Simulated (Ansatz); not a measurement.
Question: Name a neutral molecule of B, Cl, F, Si and H with HOMO–LUMO gap (PBE/def2-TZVPP) between 3.85 and 4.15 eV and HOMO–LUMO gap (PBE0/def2-TZVPP) between 5.95 and 6.25 eV (Ansatz, PBE0-D4/def2-TZVP geometry).

Answer: `FB[SiH2]Cl` (3.88 eV, 6.18 eV). Other molecules can fit too; these were computed, each in one conformer that needn't be the lowest.
